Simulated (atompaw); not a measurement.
Reading a pseudo-wave (Cl (Z = 17))

Columns: radius, all-electron u(r) and pseudo u(r) of the 3s shell (level -20.85 eV) of chlorine in the configuration [Ne] 3s1.5 3p5.5; PBE, non-relativistic, PAW (atompaw) scheme, atompaw 4.2.0.5.

```json
{"r (bohr)": "0.062", "all-electron": "0.2189", "pseudo": "0.0716"}
{"r (bohr)": "0.123", "all-electron": "-0.0063", "pseudo": "0.1416"}
{"r (bohr)": "0.185", "all-electron": "-0.2521", "pseudo": "0.2120"}
{"r (bohr)": "0.246", "all-electron": "-0.3971", "pseudo": "0.2800"}
{"r (bohr)": "0.308", "all-electron": "-0.4366", "pseudo": "0.3476"}
{"r (bohr)": "0.369", "all-electron": "-0.3918", "pseudo": "0.4120"}
{"r (bohr)": "0.431", "all-electron": "-0.2894", "pseudo": "0.4750"}
{"r (bohr)": "0.492", "all-electron": "-0.1566", "pseudo": "0.5340"}
{"r (bohr)": "0.554", "all-electron": "-0.0076", "pseudo": "0.5908"}
{"r (bohr)": "0.615", "all-electron": "0.1399", "pseudo": "0.6429"}
{"r (bohr)": "0.677", "all-electron": "0.2822", "pseudo": "0.6917"}
{"r (bohr)": "0.738", "all-electron": "0.4094", "pseudo": "0.7353"}
{"r (bohr)": "0.800", "all-electron": "0.5231", "pseudo": "0.7749"}
{"r (bohr)": "0.862", "all-electron": "0.6201", "pseudo": "0.8093"}
{"r (bohr)": "0.923", "all-electron": "0.6992", "pseudo": "0.8379"}
{"r (bohr)": "0.985", "all-electron": "0.7638", "pseudo": "0.8615"}
{"r (bohr)": "1.046", "all-electron": "0.8126", "pseudo": "0.8792"}
{"r (bohr)": "1.108", "all-electron": "0.8483", "pseudo": "0.8915"}
{"r (bohr)": "1.169", "all-electron": "0.8714", "pseudo": "0.8981"}
{"r (bohr)": "1.231", "all-electron": "0.8840", "pseudo": "0.8993"}
{"r (bohr)": "1.292", "all-electron": "0.8872", "pseudo": "0.8952"}
{"r (bohr)": "1.354", "all-electron": "0.8826", "pseudo": "0.8862"}
{"r (bohr)": "1.415", "all-electron": "0.8715", "pseudo": "0.8728"}
{"r (bohr)": "1.477", "all-electron": "0.8548", "pseudo": "0.8551"}
{"r (bohr)": "1.538", "all-electron": "0.8341", "pseudo": "0.8341"}
{"r (bohr)": "1.600", "all-electron": "0.8095", "pseudo": "0.8095"}
```

**Question.** How many radial nodes do the two functions have?

**Answer.** The all-electron 3s function has n − l − 1 = 2; the pseudo-wave has 0, since the states of the same l below it are removed with the core.

**Question.** Is the pseudo-wave norm-conserving?

**Answer.** No, it belongs to a PAW set: the norm inside the radius is not constrained, and the difference is carried by the augmentation charge.
